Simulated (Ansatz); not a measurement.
Relaxation of GeH₆O₃S (11 atoms, charge 0, multiplicity 1), to a largest force component of 0.03 eV/Å in at most 50 steps.

Theory: RHF/def2-SVP in Ansatz.

```xyz
11
Properties=species:S:1:pos:R:3:forces:R:3
Ge -0.156 -0.193 0.205 -0.17 -0.22 0.28
H -0.115 -0.010 1.729 -0.27 -0.37 -0.59
O 1.436 -0.115 -0.516 -0.01 0.01 0.00
H 1.672 -0.882 -1.017 0.00 -0.01 -0.01
O -1.237 0.997 -0.467 0.01 -0.02 -0.09
H -1.077 1.280 -1.356 0.00 0.00 0.09
O -0.691 -1.800 -0.262 -0.10 0.00 0.03
H -1.612 -2.002 -0.185 0.10 0.02 -0.02
S 1.546 2.436 1.680 -0.18 -0.49 0.60
H 2.418 1.696 0.992 -0.01 0.01 0.01
H 1.016 1.357 2.334 0.63 1.07 -0.32
```

Where does it end, and by what steps?

The forces met the threshold. The force dipped under the threshold on the way, but the program's further checks kept it going. After 23 steps the energy has fallen by 0.306 eV; H11 moved furthest, 1.94 Å.

| step | energy less start (eV) | largest force component (eV/Å) | accepted |
| --- | --- | --- | --- |
| 0 | 0.0000 | 1.072 | yes |
| 1 | -0.1652 | 0.396 | yes |
| 2 | -0.2100 | 0.338 | yes |
| 3 | -0.2477 | 0.252 | yes |
| 4 | -0.2681 | 0.175 | yes |
| 5 | -0.2821 | 0.148 | yes |
| 6 | -0.2915 | 0.103 | yes |
| 7 | -0.2859 | 0.641 | no |
| 8 | -0.2950 | 0.023 | yes |
| 9 | -0.2975 | 0.121 | yes |
| 10 | -0.2994 | 0.241 | yes |
| 11 | -0.3014 | 0.101 | yes |
| 12 | -0.3018 | 0.087 | yes |
| 13 | -0.3026 | 0.193 | yes |
| 14 | -0.3042 | 0.046 | yes |
| 15 | -0.3043 | 0.045 | yes |
| 16 | -0.3048 | 0.047 | yes |
| 17 | -0.3052 | 0.059 | yes |
| 18 | -0.3053 | 0.102 | yes |
| 19 | -0.3057 | 0.049 | yes |
| 20 | -0.3059 | 0.019 | yes |
| 21 | -0.3062 | 0.024 | yes |
| 22 | -0.3047 | 0.262 | no |
| 23 | -0.3065 | 0.020 | yes |

```xyz
11
Properties=species:S:1:pos:R:3
Ge -0.582 -0.431 0.122
H -1.020 -0.417 1.570
O 1.112 -0.023 -0.065
H 1.635 -0.660 -0.530
O -1.570 0.720 -0.738
H -1.232 1.073 -1.548
O -0.690 -2.010 -0.629
H -1.547 -2.344 -0.850
S 2.309 2.882 1.850
H 2.084 1.825 1.064
H 2.701 2.149 2.894
```

Whether the end is a true minimum wasn't checked by a vibrational analysis.

The run took 43 s on 2 threads of Arm Neoverse V2 (shared host), peak memory 0.3 GiB.
